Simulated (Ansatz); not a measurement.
Pulling on the Mg1–O2 bond in MgO (multiplicity 1 held). Energies count from the point at 1.739 Å.


Restricted levels (R-, RO-) in cc, def2 and unpolarised 6-31G sets keep to the state of the molecule at rest. Unrestricted levels (U-) break spin symmetry where that is lower. Full CI gives the lowest state of the spin. Curves can end on different states.

Frozen-core correlation.

Run with Ansatz (an electronic-structure program). Values without a source in brackets are computed.

Energies in eV.

| R (Å) | R-HF/6-31G | R-MP2/6-31G | U-MP2/6-31G | R-SCS-MP2/6-31G | FCI/6-31G |
|---|---|---|---|---|---|
| 1.392 | 3.25 | 3.43 | 3.63 | 3.48 | 3.53 |
| 1.565 | 0.68 | 0.65 | 0.99 | 0.71 | 0.83 |
| 1.739 | 0.00 | 0.00 | 0.00 | 0.00 | 0.00 |
| 1.913 | 0.03 | 0.50 | -0.33 | 0.42 | 0.01 |
| 2.087 | 0.26 | 1.34 | -0.19 | 1.20 | 0.29 |
| 2.348 | 0.63 | 2.49 | 0.38 | 2.29 | 0.85 |
| 2.609 | 0.92 | 3.32 | 1.07 | 3.08 | 1.52 |
| 3.044 | 1.20 | 4.11 | 2.24 | 3.83 | 2.50 |
| 3.479 | 1.32 | 4.45 | 2.33 | 4.14 | 3.15 |
| 4.001 | 1.37 | 4.59 | 2.32 | 4.26 | 3.49 |
| 4.696 | 1.39 | 4.63 | 2.31 | 4.30 | 3.54 |
| 5.566 | 1.39 | 4.64 | 2.32 | 4.31 | 3.54 |
| 6.958 | 1.39 | 4.64 | 2.32 | 4.31 | 3.55 |

Doubts at one or more of the structures used: a restricted determinant that unrestricted orbitals would lower (R-HF/6-31G, R-MP2/6-31G, R-SCS-MP2/6-31G); a spin-contaminated determinant (U-MP2/6-31G).
